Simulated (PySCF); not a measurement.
C2H4BrClSi, SMILES C=C[SiH](Cl)Br.

Geometry optimised at PBE0-D3(BJ)/def2-SVP. The values are those of a single conformer.

Method: PySCF 2.14.0 with PBE0-D3(BJ)/def2-SVP.

Frequencies are harmonic and unscaled.

Task: Estimate the vibrational spectrum. (An estimate is asked for; the answer gives what the named calculation found.)

Result: 
```json
[
 {"mode": "1", "ν (cm⁻¹)": "78", "IR (km/mol)": "0.2", "moving atoms (share of kinetic energy)": "C 49 %, H 32 %, Cl 14 %"},
 {"mode": "2", "ν (cm⁻¹)": "136", "IR (km/mol)": "0.3", "moving atoms (share of kinetic energy)": "C 47 %, Br 23 %, H 17 %"},
 {"mode": "3", "ν (cm⁻¹)": "144", "IR (km/mol)": "1.9", "moving atoms (share of kinetic energy)": "Cl 50 %, Br 26 %, Si 11 %, C 9 %"},
 {"mode": "4", "ν (cm⁻¹)": "211", "IR (km/mol)": "2.8", "moving atoms (share of kinetic energy)": "H 30 %, Si 25 %, Cl 22 %, C 20 %"},
 {"mode": "5", "ν (cm⁻¹)": "355", "IR (km/mol)": "6.9", "moving atoms (share of kinetic energy)": "C 47 %, H 20 %, Si 20 %, Br 12 %"},
 {"mode": "6", "ν (cm⁻¹)": "423", "IR (km/mol)": "26.2", "moving atoms (share of kinetic energy)": "Si 49 %, Br 15 %, Cl 14 %, C 13 %, H 10 %"},
 {"mode": "7", "ν (cm⁻¹)": "520", "IR (km/mol)": "31.7", "moving atoms (share of kinetic energy)": "H 50 %, C 26 %, Si 16 %"},
 {"mode": "8", "ν (cm⁻¹)": "582", "IR (km/mol)": "120.0", "moving atoms (share of kinetic energy)": "Si 51 %, Cl 28 %, H 15 %"},
 {"mode": "9", "ν (cm⁻¹)": "691", "IR (km/mol)": "20.8", "moving atoms (share of kinetic energy)": "C 39 %, H 35 %, Si 25 %"},
 {"mode": "10", "ν (cm⁻¹)": "790", "IR (km/mol)": "160.3", "moving atoms (share of kinetic energy)": "H 80 %, Si 14 %"},
 {"mode": "11", "ν (cm⁻¹)": "822", "IR (km/mol)": "175.6", "moving atoms (share of kinetic energy)": "H 86 %, Si 10 %"},
 {"mode": "12", "ν (cm⁻¹)": "1003", "IR (km/mol)": "17.5", "moving atoms (share of kinetic energy)": "H 83 %, C 15 %"},
 {"mode": "13", "ν (cm⁻¹)": "1010", "IR (km/mol)": "25.1", "moving atoms (share of kinetic energy)": "H 73 %, C 27 %"},
 {"mode": "14", "ν (cm⁻¹)": "1026", "IR (km/mol)": "14.4", "moving atoms (share of kinetic energy)": "H 93 %"},
 {"mode": "15", "ν (cm⁻¹)": "1268", "IR (km/mol)": "1.5", "moving atoms (share of kinetic energy)": "H 73 %, C 27 %"},
 {"mode": "16", "ν (cm⁻¹)": "1415", "IR (km/mol)": "25.9", "moving atoms (share of kinetic energy)": "H 85 %, C 15 %"},
 {"mode": "17", "ν (cm⁻¹)": "1690", "IR (km/mol)": "10.3", "moving atoms (share of kinetic energy)": "C 87 %, H 13 %"},
 {"mode": "18", "ν (cm⁻¹)": "2277", "IR (km/mol)": "90.5", "moving atoms (share of kinetic energy)": "H 97 %"},
 {"mode": "19", "ν (cm⁻¹)": "3146", "IR (km/mol)": "6.1", "moving atoms (share of kinetic energy)": "H 95 %"},
 {"mode": "20", "ν (cm⁻¹)": "3162", "IR (km/mol)": "0.7", "moving atoms (share of kinetic energy)": "H 92 %, C 8 %"},
 {"mode": "21", "ν (cm⁻¹)": "3249", "IR (km/mol)": "1.3", "moving atoms (share of kinetic energy)": "H 89 %, C 11 %"}
]
```
